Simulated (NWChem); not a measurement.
System: BNH₄O₂; SMILES NB(O)O

Parts of the log:

```
             Northwest Computational Chemistry Package (NWChem) 7.3.0
             --------------------------------------------------------

                             Geometry "geometry" -> ""
                             -------------------------

 Output coordinates in angstroms (scale by  1.889725989 to convert to a.u.)

  No.       Tag          Charge          X              Y              Z
 ---- ---------------- ---------- -------------- -------------- --------------
    1 B                    5.0000     0.00000100     0.00675600     0.00000000
    2 O                    8.0000    -1.23214200     0.64193300     0.00000000
    3 H                    1.0000    -1.17555600     1.60521100     0.00000000
    4 O                    8.0000     1.21948100     0.66595300     0.00000000
    5 H                    1.0000     1.14404400     1.62793500     0.00000000
    6 N                    7.0000     0.01389100    -1.40501600     0.00000000
    7 H                    1.0000     0.86999400    -1.93606400     0.00000000
    8 H                    1.0000    -0.83144900    -1.95304300     0.00000000

 Effective nuclear repulsion energy (a.u.)     115.9287587675

                              NWChem Property Module
                              ----------------------

                                 NWChem DFT Module
                                 -----------------

 Summary of "ao basis" -> "ao basis" (spherical)
 ------------------------------------------------------------------------------
       Tag                 Description            Shells   Functions and Types
 ---------------- ------------------------------  ------  ---------------------
 B                         def2-svpd                 8       20   4s2p2d
 O                         def2-svpd                 9       23   4s3p2d
 H                         def2-svpd                 4        8   2s2p
 N                         def2-svpd                 8       20   4s2p2d

            General Information
            -------------------
          SCF calculation type: DFT
          Wavefunction type:  closed shell.
          No. of atoms     :     8
          No. of electrons :    32
           Alpha electrons :    16
            Beta electrons :    16
          Charge           :     0
          Spin multiplicity:     1
          Use of symmetry is: off; symmetry adaption is: off
          Maximum number of iterations: 150
          AO basis - number of functions:   118
                     number of shells:    50
          Convergence on energy requested:  1.00D-06
          Convergence on density requested:  1.00D-05
          Convergence on gradient requested:  5.00D-04

              XC Information
              --------------
                         PBE0 Method XC Functional
                     Hartree-Fock (Exact) Exchange  0.250
          PerdewBurkeErnzerhof Exchange Functional  0.750
            Perdew 1991 LDA Correlation Functional  1.000 local
           PerdewBurkeErnz. Correlation Functional  1.000 non-local

             Grid Information
             ----------------
          Grid used for XC integration:  medium
          Radial quadrature: Mura-Knowles
          Angular quadrature: Lebedev.
          Tag              B.-S. Rad. Rad. Pts. Rad. Cut. Ang. Pts.
          ---              ---------- --------- --------- ---------
          B                   0.85       49           9.0       434
          O                   0.60       49          10.0       434
          H                   0.35       45          11.0       434
          N                   0.65       49          10.0       434
          Grid pruning is: on
          Number of quadrature shells:   376
          Spatial weights used:  Erf1

      Superposition of Atomic Density Guess
      -------------------------------------

 Sum of atomic energies:        -230.13435988

      Non-variational initial energy
      ------------------------------

 Total energy =    -231.915048
 1-e energy   =    -543.058394
 2-e energy   =     195.214587
 HOMO         =      -0.369870
 LUMO         =       0.011729

   convergence    iter        energy       DeltaE   RMS-Dens  Diis-err
 ---------------- ----- ----------------- --------- --------- ---------
 d= 0,ls=0.0,diis     1   -232.1027586577 -3.48D+02  1.56D-02  8.85D-01
 d= 0,ls=0.0,diis     2   -232.0906676152  1.21D-02  6.63D-03  1.19D+00
 d= 0,ls=0.0,diis     3   -232.2003876782 -1.10D-01  8.20D-04  1.95D-02
 d= 0,ls=0.0,diis     4   -232.2019906680 -1.60D-03  3.10D-04  2.14D-03
 d= 0,ls=0.0,diis     5   -232.2021794721 -1.89D-04  9.79D-05  3.20D-04
  Resetting Diis
 d= 0,ls=0.0,diis     6   -232.2022130451 -3.36D-05  8.84D-06  6.60D-07
 d= 0,ls=0.0,diis     7   -232.2022131255 -8.04D-08  2.24D-06  2.59D-08

         Total DFT energy =     -232.202213125480
      One electron energy =     -547.329580093341
           Coulomb energy =      228.642307421097
    Exchange-Corr. energy =      -29.443699220779
 Nuclear repulsion energy =      115.928758767544

 Numeric. integr. density =       32.000001549339

                       DFT Final Molecular Orbital Analysis
                       ------------------------------------

 Vector   14  Occ=2.000000D+00  E=-3.600527D-01
              MO Center= -5.9D-03,  6.1D-01, -2.6D-09, r^2= 2.5D+00
   Bfn.  Coefficient  Atom+Function         Bfn.  Coefficient  Atom+Function
  ----- ------------  ---------------      ----- ------------  ---------------
    56      0.420886  4 O  px                25      0.418173  2 O  px
    59      0.248937  4 O  px                28      0.247055  2 O  px
     5      0.203244  1 B  px                23     -0.147811  2 O  s
    54      0.147809  4 O  s                 26      0.142044  2 O  py
    57     -0.133822  4 O  py                44      0.103475  3 H  s

 Vector   15  Occ=2.000000D+00  E=-3.388162D-01
              MO Center= -6.4D-03,  6.6D-01,  2.6D-09, r^2= 2.1D+00
   Bfn.  Coefficient  Atom+Function         Bfn.  Coefficient  Atom+Function
  ----- ------------  ---------------      ----- ------------  ---------------
    27      0.452070  2 O  pz                58     -0.452078  4 O  pz
    30      0.315406  2 O  pz                61     -0.315413  4 O  pz
    33      0.056828  2 O  pz                64     -0.056832  4 O  pz
    14      0.044963  1 B  d  1

 Vector   16  Occ=2.000000D+00  E=-2.762638D-01
              MO Center=  1.1D-02, -1.1D+00,  7.0D-09, r^2= 1.7D+00
   Bfn.  Coefficient  Atom+Function         Bfn.  Coefficient  Atom+Function
  ----- ------------  ---------------      ----- ------------  ---------------
    89      0.539108  6 N  pz                92     -0.382166  6 N  pz
    27      0.183542  2 O  pz                58      0.183563  4 O  pz
    30      0.135898  2 O  pz                61      0.135915  4 O  pz
     7      0.104754  1 B  pz                17      0.052758  1 B  d -1
    10     -0.050047  1 B  pz                12      0.045286  1 B  d -1

 Vector   17  Occ=0.000000D+00  E=-8.993639D-03
              MO Center= -1.4D-02,  1.4D+00, -4.2D-09, r^2= 8.1D+00
   Bfn.  Coefficient  Atom+Function         Bfn.  Coefficient  Atom+Function
  ----- ------------  ---------------      ----- ------------  ---------------
     4      3.223432  1 B  s                  3      3.094335  1 B  s
    86     -2.732422  6 N  s                 24     -2.249458  2 O  s
    55     -2.249308  4 O  s                 63      0.757885  4 O  py
    32      0.753082  2 O  py               104      0.685373  7 H  s
   112      0.685645  8 H  s                 20      0.507100  1 B  d  2

 Vector   18  Occ=0.000000D+00  E= 4.427304D-02
              MO Center=  9.6D-03, -9.7D-01, -9.5D-09, r^2= 9.7D+00
   Bfn.  Coefficient  Atom+Function         Bfn.  Coefficient  Atom+Function
  ----- ------------  ---------------      ----- ------------  ---------------
     4      2.437054  1 B  s                 86     -1.433558  6 N  s
    24     -1.269248  2 O  s                 55     -1.269005  4 O  s
    20     -1.094133  1 B  d  2              32     -0.984947  2 O  py
    63     -0.979169  4 O  py                 3      0.826571  1 B  s
    45      0.585793  3 H  s                 76      0.585791  5 H  s

 Vector   19  Occ=0.000000D+00  E= 6.041996D-02
              MO Center= -1.8D-02,  1.9D+00, -7.5D-10, r^2= 8.3D+00
   Bfn.  Coefficient  Atom+Function         Bfn.  Coefficient  Atom+Function
  ----- ------------  ---------------      ----- ------------  ---------------
    63     -1.502293  4 O  py                32      1.487319  2 O  py
    16      1.195996  1 B  d -2             104      1.071349  7 H  s
   112     -1.070961  8 H  s                 31     -0.771685  2 O  px
     8     -0.766282  1 B  px                62     -0.742324  4 O  px
    24      0.581111  2 O  s                 55     -0.581296  4 O  s

     Multipole analysis of the density
     ---------------------------------

     L   x y z        total         alpha         beta         nuclear
     -   - - -        -----         -----         ----         -------
     0   0 0 0     -0.000000    -16.000000    -16.000000     32.000000

[...]

 DFT Linear Response polarizability / au
 Frequency  =       0.0773000 / au
 Wavelength =     589.4353558 / nm
              X              Y              Z
 -----------------------------------------------
 X      33.5300935     -0.0584895     -0.0000000
 Y      -0.0584896     39.4846135     -0.0000000
 Z      -0.0000000     -0.0000000     26.6984301
 -----------------------------------------------
 Eigenvalues =      33.5295190     39.4851880     26.6984301
 Isotropic   =      33.2377124
 Anisotropic =      11.0823045
 -----------------------------------------------

 Magnetic Dipole Response Matrix (nonzero elements):

 Exiting AOResponse driver routine
```

Level: PBE0/def2-SVPD. Structure relaxed at the B3LYP/6-31G* (spherical d) level.

### Question
Write an input that gives this output.

### Answer
Several could match; the one computed here: the input that was run:
```
start job
memory heap 200 mb stack 900 mb global 1100 mb
geometry units angstroms noautosym nocenter noautoz
  B      0.000001     0.006756     0.000000
  O     -1.232142     0.641933     0.000000
  H     -1.175556     1.605211     0.000000
  O      1.219481     0.665953     0.000000
  H      1.144044     1.627935     0.000000
  N      0.013891    -1.405016     0.000000
  H      0.869994    -1.936064     0.000000
  H     -0.831449    -1.953043     0.000000
end
basis spherical
  * library def2-svpd
end
dft
  xc pbe0
  iterations 150
end
property
  response 1 0.0773
end
task dft property
```
